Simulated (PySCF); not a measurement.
Coordinates in bohr (charge -1 multiplicity 1):
```
Hf    0.0000    0.0000    0.0093
H     0.0000    0.0000    3.6532
H     3.3546    0.0000   -1.3296
H     0.0000    3.3546   -1.3296
H    -3.3546    0.0000   -1.3296
H     0.0000   -3.3546   -1.3296
```

These are results of PySCF, PBE0, basis Hf def2-TZVPD with ECP60, H def2-TZVPD (scalar-relativistic core potentials, no spin–orbit coupling, density fitting), not measurements.

This geometry of [HfH5]- is a stationary point at this level.

Task: What is the point group?

Result: C4v.

Task: Is it a minimum?

Result: Yes: all harmonic wavenumbers are real.

Task: Which band is strongest in the infrared?

Result: 1467 cm⁻¹ (e), 2491 km/mol.

Task: Give the ideal-gas entropy at 298.15 K and 1 bar by parts.

Result: translation 174.0, rotation 68.3, vibration 19.4, spin 0.0; total 261.7 J/(mol K).

Only a few start shapes were tried, so a lower isomer may exist. The lowest empty level of this anion is unbound, so it and the gap depend on the basis. With an element this heavy the missing spin–orbit coupling can shift these numbers.
